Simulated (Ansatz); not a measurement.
The input (input.yaml):

```yaml
crystal:
  periodic: [false, false, false]
  atoms:
    - { symbol: "N", position_ang: [-1.8063, -0.8118, 0.7323] }
    - { symbol: Si, position_ang: [-0.1057, -0.498, 0.487] }
    - { symbol: O, position_ang: [0.7078, -1.9723, 0.6953] }
    - { symbol: Si, position_ang: [0.3419, 0.2857, -1.58] }
    - { symbol: As, position_ang: [0.6499, 1.0574, 2.0162] }
    - { symbol: H, position_ang: [-2.3287, 0.1614, 0.5349] }
    - { symbol: H, position_ang: [-2.1345, -1.4213, -0.0277] }
    - { symbol: H, position_ang: [0.41769, -2.29458, 1.66513] }
    - { symbol: H, position_ang: [1.7135, 0.515, -1.7176] }
    - { symbol: H, position_ang: [-0.2083, -0.7088, -2.5338] }
    - { symbol: H, position_ang: [-0.464, 1.5436, -1.7352] }
    - { symbol: H, position_ang: [-0.0272, 2.2454, 1.284] }
    - { symbol: H, position_ang: [1.9465, 1.2853, 1.249] }
basis:
  gaussian: { orbitals: def2-SVP }
hamiltonian:
  xc: b3lyp
  dispersion: d4
relax:
  f_tol: 0.015
  max_steps: 40
```

Command:

```bash
$ ansatz run input.yaml --threads 2 --pin off --max-ram 3072MiB --backend cpu --events-out ev --progress --plain --runs-dir out
```

Hardware: 2 threads of Intel(R) Xeon(R) Platinum 8488C (Sapphire Rapids), with other jobs on the host.

Task: Roughly how long does this run take, and how much memory?

Result: 73 s, with a peak of 0.39 GiB, for 19 ionic steps.
